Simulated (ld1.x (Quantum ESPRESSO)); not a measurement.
Tl: excitation energies, all-electron against TM

Tl (Z = 81), norm-conserving Troullier–Martins (Kleinman–Bylander form), made with ld1.x (Quantum ESPRESSO) 7.5 (PBE, scalar-relativistic). Core [Xe] 4f14 5d10, reference 6s2 6p0 (charge +1). Waves: 6s (bound): rc 2.20 bohr; 6p (bound, empty): rc 2.70 bohr. Local part: all-electron potential smoothed inside 1.95 bohr (lloc = -1). Core correction: a·sin(br)/r model core inside 1.40 bohr.

Energies are relative to the spin-unpolarised reference configuration 6s2 6p0; without spin polarisation the order of configurations can differ from experiment.

Problem. Give the all-electron excitation energy and the error of the potential for: 6s2 6p1; 6s1 6p0; 6s2 6p0.5; 6s2 6p1.3; 6s0 6p3; 6s1 6p2; 6s1 6p1.

Solution.

| valence configuration | charge | ΔE all-electron (eV) | error AE − PS (meV) |
| --- | --- | --- | --- |
| 6s2 6p1 | 0 | -5.167 | -22 |
| 6s1 6p0 | +2 | 20.780 | -226 |
| 6s2 6p0.5 | +0.5 | -3.314 | -7.5 |
| 6s2 6p1.3 | -0.3 | -5.661 | -29 |
| 6s0 6p3 | 0 | 10.043 | -116 |
| 6s1 6p2 | 0 | 2.236 | -21 |
| 6s1 6p1 | +1 | 8.277 | -51 |

Levels in the configuration 6s2 6p0.5:

```json
{"level": "6s", "all-electron (eV)": "-12.744", "pseudo (eV)": "-12.678"}
{"level": "6p", "all-electron (eV)": "-5.114", "pseudo (eV)": "-5.084"}
```

Note: ghost states, extra bound levels that the all-electron valence spectrum of the same l lacks: s at -31.8 eV, d at -8.0 eV. A true bound ghost makes a file unfit for plane-wave use.
